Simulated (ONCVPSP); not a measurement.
## What one change does to a pseudopotential (Sr, ONCV)

ONCVPSP 4.0.1 input, shortened (lines: element, Z, core and valence counts, functional; n l f; lmax; l rc ep ncon nbas qcut; lloc lpopt rc5 dvloc0; l nproj debl; icmod fcfact rcfact), LDA (Perdew-Wang 92), fully relativistic:

```
  Sr 38.00    6    3  -001012      upf
    1    0    2.00
    2    0    2.00
    2    1    6.00
    3    0    2.00
    3    1    6.00
    3    2   10.00
    4    0    2.00
    4    1    6.00
    5    0    1.75
    2
    0    2.35    0.00    3    6    4.40
    1    1.55    0.00    5    9    6.30
    2    1.90    0.06    4    9    5.90
    4    5    1.20    4.00
    0    2    3.90
    1    2    1.20
    2    1    0.40
    0    0.00    0.00
```

Open shells are filled in proportion to 2j + 1.

In the d channel the program set the typed energies aside and used 0.050 Ha (j = l + 1/2; the other j can differ).

Change: s: qcut 4.8; p: qcut 6.9; d: qcut 6.4.

Cutoffs: the cutoffs (Ha) at which the residual kinetic energy of the hardest occupied pseudo-wave falls to 1 and 0.1 mHa per electron; they do not see the model core or the augmentation charge, which bear on the density cutoff. Errors are all-electron minus pseudo energies relative to the spin-unpolarised reference configuration.

Task: Predict the effect on cutoff, ghosts and configuration errors.

Result: The potential gets neither clearly harder nor softer (19 Ha and 80 Ha → 20 Ha and 34 Ha); the p channel sets the loose cutoff, while the largest relative change is in s, which becomes harder; the errors of the 4 common tests hardly move; neither file shows a bound ghost.

```csv
quantity,base,changed
"cutoff, loose",19 Ha,20 Ha
"cutoff, tight",80 Ha,34 Ha
loose cutoff by channel,"s 4.0 Ha, p 19 Ha","s 6.2 Ha, p 20 Ha"
bound ghosts,none,none
GHOST(+) flags under 300 eV,none,none
"error for 4s2 4p6 5s2, meV [ΔE -1.06 eV]",0.0,0.0
"error for 4s2 4p6 5s1, meV [ΔE 5.00 eV]",-0.2,-0.1
"error for 4s2 4p6 5s0, meV [ΔE 16.18 eV]",-2.4,-2.1
"error for 4s2 4p5 5s2, meV [ΔE 27.35 eV]",+27,+25
s: phases at 2.39 bohr within 0.05 rad from the reference energy up to (Ha; the scan ends near 5),2.4,2.6
p3/2: phases at 1.57 bohr within 0.05 rad from the reference energy up to (Ha; the scan ends near 5),4.6,4.6
p1/2: phases at 1.57 bohr within 0.05 rad from the reference energy up to (Ha; the scan ends near 5),4.6,4.6
d5/2: phases at 1.92 bohr within 0.05 rad from the reference energy up to (Ha; the scan ends near 5),2.9,2.9
d3/2: phases at 1.92 bohr within 0.05 rad from the reference energy up to (Ha; the scan ends near 5),2.9,2.8
```
